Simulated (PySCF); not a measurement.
Species: C2H3F3OSi.
SMILES with atom numbers: `[CH2:1]=[CH:2][O:3][Si:4]([F:5])([F:6])[F:7]` (hydrogens: H8, H9 on C1; H10 on C2)

A GFN2-xTB structure with every atom displaced at random (by about 0.01 Å) was refined with PBE0-D3(BJ)/def2-SVP geometry optimisation, gas phase in PySCF 2.14.0. Values at the start:

| coordinate | start |
| --- | --- |
| C1=C2 | 1.347 Å |
| C1–H8 | 1.071 Å |
| C1–H9 | 1.043 Å |
| C2–O3 | 1.381 Å |
| C2–H10 | 1.092 Å |
| O3–Si4 | 1.531 Å |
| Si4–F5 | 1.582 Å |
| C1–C2–O3 | 121.7° |
| C2–O3–Si4 | 137.8° |
| O3–Si4–F5 | 116.6° |
| O3–Si4–F6 | 106.3° |
| F5–Si4–F6 | 106.8° |
| F6–Si4–F7 | 107.0° |
| C1–C2–O3–Si4 | 180° |
| C2–O3–Si4–F5 | 61° |

Q: How do these coordinates change at the PBE0-D3(BJ)/def2-SVP level?

A: 
```tsv
coordinate	PBE0-D3(BJ)/def2-SVP (Å or °)	change
O3–Si4	1.622	+0.091
C1–H9	1.092	+0.049
C1–H8	1.090	+0.019
C1=C2	1.328	-0.019
C2–O3	1.367	-0.014
Si4–F5	1.592	+0.010
C2–H10	1.096	+0.004
C2–O3–Si4	129.7	-8.1
O3–Si4–F5	111.6	-5.0
O3–Si4–F6	109.6	+3.3
F6–Si4–F7	109.5	+2.5
F5–Si4–F6	107.6	+0.8
C1–C2–O3	122.0	+0.3
C2–O3–Si4–F5	103	+42
C1–C2–O3–Si4	-172	+8
```

The energy falls by 29.5 kJ/mol over 18 energy and gradient evaluations, the largest force component goes from 0.0876 to 3.9e-04 Eh/bohr, and the atoms move by 0.462 Å rms after alignment. The bond that changes most is O3–Si4 (silyl ether oxygen to fluorine-bound silicon), which lengthens by 0.091 Å. Bonds longer at the end by more than 0.005 Å: 4 of 9; shorter: 2. Among the dihedrals that turn most is C2–O3–Si4–F7, from -62° to -18°. Rotational constants go from 3888, 1326, 1291 to 3820, 1325, 1302 MHz.

The run used 117 basis functions and 126 SCF cycles in all. On one thread of an Arm Neoverse V1 (shared host), this took 98 s wall and 0.47 GiB of memory at its peak.

Stationary, but not proved a minimum. One conformer, not necessarily the lowest.
